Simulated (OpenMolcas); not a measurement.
Mo4+: terms and fine structure

- Program: OpenMolcas 26.06
- Method: CASSCF
- Basis: ANO-RCC-VTZP [7s6p4d2f1g]
- Scalar Hamiltonian: DKH2, point nucleus
- Active space: 2 electrons in 10 orbitals (4d 5d)
- State averaging: 2S+1 = 3 even, 10 roots; 2S+1 = 1 even, 15 roots kept (CI in the orbitals of an earlier block)
- Spin-orbit coupling: state interaction with AMFI integrals over the reference wave functions, term energies averaged over their components

With spin-orbit coupling, above the lowest level:

| Configuration | Term | J | E (cm⁻¹) | Measured (cm⁻¹) | g | Term weight % |
| --- | --- | --- | --- | --- | --- | --- |
| 4d² | ³F | 2 | 0.0 | 0.0 | 0.670 | 99 |
| 4d² | ³F | 3 | 1495 | 1578 | 1.084 | 100 |
| 4d² | ³F | 4 | 3241 | 3357 | 1.250 | 100 |
| 4d² | ¹D | 2 | 12600 | 10190 | 1.096 | 79 |
| 4d² | ³P | 0 | 13694 | 11161 |  | 100 |
| 4d² | ³P | 1 | 14285 | 11807 | 1.501 | 100 |
| 4d² | ³P | 2 | 15806 | 13408 | 1.402 | 80 |
| 4d² | ¹G | 4 | 19070 | 16354 | 1.001 | 100 |
| 4d² | ¹S | 0 | 44394 | 37738 |  | 100 |

Against the 8 measured excited levels shown (Sugar and Musgrove, J. Phys. Chem. Ref. Data 17, 155 (1988)) the mean absolute deviation is 2400 cm-1; the largest miss in energy is 4d² ¹S₀: computed 44394, measured 37738 cm⁻¹ (+17.6 %), and the largest in proportion 4d² ¹D₂ (+23.6 %).

Spin-orbit coupling puts the lowest level 1944 cm⁻¹ below the lowest spin-free term.

A least-squares Racah fit to the terms below 60000 cm-1, each weighted by 2L + 1 and with a free common offset, gives B = 851 cm-1 and C = 3387 cm-1 (C/B = 3.98), with an rms deviation of 59 cm-1.

For ³F the intervals divided by the larger J are 498.2, 436.6 cm-1. Landé's interval rule makes them equal in pure LS coupling; they differ by 13 % of their mean. The multiplet is regular.

Without dynamic correlation excited terms often stand tens of per cent too high (terms of higher spin than the ground term too low), and those without a measured partner can miss by more than the paired ones. Terms from blocks run as CI alone lack orbitals of their own. Active for correlation alone: 5d; no level in the range computed is led by a configuration that fills it, so any true level of that kind is missing. Computed and measured levels are paired by configuration, term and J; levels that our copy of the source lacks, or whose pairing is in doubt (as where it misses far off the trend of its configuration), stay unpaired and out of the deviations. Levels of configurations outside the active space are missing. The first state left out of the spin-orbit step lies near 250000 cm-1 above the lowest spin-free state of the reference (among the parities and spins computed), and the list stops at four fifths of that energy or lower.

The term weight is that of the spin-free term in the level, not the purity of its configuration.
